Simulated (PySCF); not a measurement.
Work out the structure from these simulated measurements.

Formula: C6H6F2.

- Rotational structure: rotational constants A, B, C: 2.954, 2.119, 1.253 GHz [GFN2-xTB]
- Triplet: lowest triplet excitation (Tamm–Dancoff): 4.47 eV [TDA CAM-B3LYP/def2-SVPD]
- NMR, other nuclei: isotropic shieldings of nuclei other than C and H, by class: 323 (2 F) ppm [GIAO PBE0/pcSseg-1]
- UV, strongest line: among the 8 lowest singlet transitions: S4 at 7.14 eV (174 nm, f = 0.021) [TDDFT CAM-B3LYP/def2-SVPD]
- Polarisability: 67.5 au [CAM-B3LYP/def2-SVPD]
- 1H NMR: chemical shifts (computed TMS as zero) by class: 5.83 (2 H), 3.23 (4 H) ppm [GIAO PBE0/pcSseg-1]
- Dipole: 3.14 D [CAM-B3LYP/def2-SVPD]
- 13C NMR: chemical shifts (computed TMS as zero) by class: 149.4 (2 C), 130.2 (2 C), 33.3 (2 C) ppm [GIAO PBE0/pcSseg-1]

Gas-phase values; electronic properties from PySCF, density fitting. Levels stand in brackets. Geometry: GFN2-xTB; no solvent, vibrations or thermal averaging. NMR values are class means; diastereotopic atoms form classes of their own.

**Question.** What is the compound? Reason from the data.

**Answer.** Numbering: `[F:1][C:2]1=[C:3]([F:4])[CH2:5][CH:6]=[CH:7][CH2:8]1`. Its formula, C6H6F2, gives 3 degrees of unsaturation: 1 ring and 2 π bonds in the structure found. 6 carbons fall into 3 classes; from least to most shielded: vinylic C–F carbon [C2/C3] (149.4 ppm, 2 C), alkene CH carbon [C6/C7] (130.2 ppm, 2 C), allylic carbon [C5/C8] (33.3 ppm, 2 C). Hydrogen classes from least to most shielded: 2 H on 2 alkene CH carbons, C6/C7 (5.83 ppm), 4 H on 2 allylic carbons, C5/C8 (3.23 ppm). The other shieldings belong to: 323 ppm, vinyl fluorine [F1/F4]. The optimised geometry has point group C2v and is an asymmetric top. Structure: `FC1=C(F)CC=CC1`. Computed isomers that give other values at the same levels: `C=C/C(F)=C\C=C/F` (13C chemical shifts (computed TMS as zero) by class: 167.3 (1 C), 158.9 (1 C), 130.6 (1 C), 124.7 (1 C), 111.3 (1 C), 110.2 (1 C) ppm); `C=C/C(F)=C/C=C\F` (13C chemical shifts (computed TMS as zero) by class: 166.8 (1 C), 159.3 (1 C), 136.7 (1 C), 124.0 (1 C), 111.7 (1 C), 110.4 (1 C) ppm); `FC1(F)C=C[C@@H]2C[C@@H]21` (static isotropic polarisability: 63.7 au). The assignments are read from this structure; whether some other isomer fits the data as well wasn't checked.
